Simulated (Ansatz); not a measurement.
The cluster MoS₃⁻. Total charge -1; doublet. Geometry PBE0-D4/def2-SVPD; atoms count from 1.

Cartesian coordinates in Å:
```
Mo -1.1079 -0.2017 -0.4304
S -2.8029 0.8323 0.4241
S 1.0500 -0.5007 -0.3718
S 2.8608 -0.1299 0.3781
```

In the def2 sets Mo takes a core potential; there is no spin–orbit coupling. The charge -1 doublet is spin-contaminated (final ⟨S²⟩ up to 1.76, 0.75 for a pure state). No other spin state of charge -1 was run. The geometry of the doublet was relaxed on an unsound state (⟨S²⟩ 1.76, where a pure state has 0.75). Another isomer (doublet) lies 3.43 eV lower at PBE0-D4/def2-TZVPD; other spin states weren't run for this one.

**Question.** Estimate the Mulliken populations from the PBE0/def2-TZVPD orbitals of Ansatz.

**Answer.** 
```
atom  charge (e)  spin (α − β)  d electrons
 Mo1        0.32          1.38         4.54
  S2       -0.69         -0.16            –
  S3       -0.08         -0.14            –
  S4       -0.55         -0.08            –
```
Mulliken values and Mayer orders depend strongly on the basis. With diffuse functions, as here, like atoms can get unlike values, and bond orders can come out too low or too high.

**Question.** Where does the spin sit?

**Answer.** Summed by element: Mo 1.38, S -0.38, of 1 unpaired in all. Largest on single atoms: Mo1 1.38, S2 -0.16, S3 -0.14.

**Question.** And the Mayer bond orders between bonded heavy atoms (over 0.3)?

**Answer.** Mo1–S2 1.85 (2.16 Å); Mo1–S3 1.21 (2.18 Å); S3–S4 1.23 (1.99 Å). Values over 0.3 also appear between atoms too far apart for a bond (Mo1–S4 0.34 at 4.05 Å); they arise where an orbital or an unpaired electron spreads over both atoms.
